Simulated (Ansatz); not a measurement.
`Br/C=C\Br`, charge 0, multiplicity 1.

Task: Give a relaxed structure at PBE0-D4/def2-TZVP (Ansatz). (Estimate.)

Result: The calculation gave: 
Z-matrix (Å, degrees):
```
C
C 1 1.322
Br 1 1.864 2 125.6
H 1 1.082 2 120.5 3 -180.0
Br 2 1.864 1 125.6 3 0.0
H 2 1.082 1 120.5 3 -180.0
```
Point group C2v.
